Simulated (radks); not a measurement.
Values are calculated unless marked as measured or tabulated.
Pm, configuration [Xe] 4f4 6s2 6p1 (not the ground configuration).

Code: a radial shooting solver on a logarithmic mesh with Libxc functionals. Model: scalar-relativistic Kohn-Sham, PBE, spin-polarised, spherical densities, point nucleus; open shells are filled with parallel spins first (spin-orbit coupling, left out, can overturn this in heavy ions).

Energy parts (hartree):
total: -10020.5126
kinetic: 10688.7726
electron-nucleus: -24346.5250
Hartree: 3865.5438
exchange-correlation: -228.3041

Orbitals (lengths in bohr, moments of r in powers of bohr; <r^-3> diverges for s and p1/2):
| orbital | occ. | eigenvalue (hartree) | <r^2> | <r^4> | <r> | <r^-3> |
|---|---|---|---|---|---|---|
| 1s up | 1 | -1654.942 | 0.0007316 | 1.417e-06 | 0.02318 | - |
| 1s down | 1 | -1654.942 | 0.0007316 | 1.417e-06 | 0.02318 | - |
| 2s up | 1 | -269.3627 | 0.01156 | 0.0002295 | 0.09896 | - |
| 2s down | 1 | -269.3620 | 0.01156 | 0.0002295 | 0.09896 | - |
| 2p up | 3 | -240.5682 | 0.009262 | 0.0001697 | 0.08711 | 9577 |
| 2p down | 3 | -240.5677 | 0.009262 | 0.0001696 | 0.08711 | 9577 |
| 3s up | 1 | -59.05927 | 0.07758 | 0.009092 | 0.2606 | - |
| 3s down | 1 | -59.01220 | 0.07750 | 0.009071 | 0.2604 | - |
| 3p up | 3 | -50.01958 | 0.07766 | 0.009510 | 0.2589 | 1964 |
| 3p down | 3 | -49.97272 | 0.07756 | 0.009483 | 0.2587 | 1967 |
| 3d up | 5 | -37.62900 | 0.06574 | 0.007731 | 0.2363 | 267.3 |
| 3d down | 5 | -37.59284 | 0.06562 | 0.007698 | 0.2361 | 267.7 |
| 4s up | 1 | -12.08074 | 0.3956 | 0.2273 | 0.5921 | - |
| 4s down | 1 | -11.95928 | 0.3954 | 0.2272 | 0.5920 | - |
| 4p up | 3 | -9.10988 | 0.4463 | 0.2975 | 0.6266 | 432.0 |
| 4p down | 3 | -8.98827 | 0.4461 | 0.2976 | 0.6264 | 431.9 |
| 4d up | 5 | -4.91310 | 0.5439 | 0.4803 | 0.6849 | 48.85 |
| 4d down | 5 | -4.79165 | 0.5448 | 0.4835 | 0.6853 | 48.80 |
| 4f up | 4 | -0.43143 | 1.144 | 3.507 | 0.9396 | 6.153 |
| 4f down | 0 | -0.32332 | 1.247 | 4.482 | 0.9719 | 5.967 |
| 5s up | 1 | -1.80409 | 2.217 | 7.212 | 1.405 | - |
| 5s down | 1 | -1.73505 | 2.266 | 7.559 | 1.421 | - |
| 5p up | 3 | -1.06047 | 2.988 | 13.70 | 1.624 | 63.46 |
| 5p down | 3 | -1.00880 | 3.076 | 14.55 | 1.648 | 60.47 |
| 6s up | 1 | -0.20019 | 17.22 | 449.5 | 3.911 | - |
| 6s down | 1 | -0.17750 | 17.39 | 463.3 | 3.924 | - |
| 6p up | 1 | -0.08906 | 29.40 | 1373 | 5.088 | 4.950 |
| 6p down | 0 | -0.06666 | 31.07 | 1559 | 5.219 | 4.817 |

The highest occupied level is 6p up at -2.424 eV. The configuration is held as typed, so some empty levels lie below it. Spin moment in Bohr magnetons: 5. The density falls to 0.001 e/bohr^3 at r = 5.63 bohr.
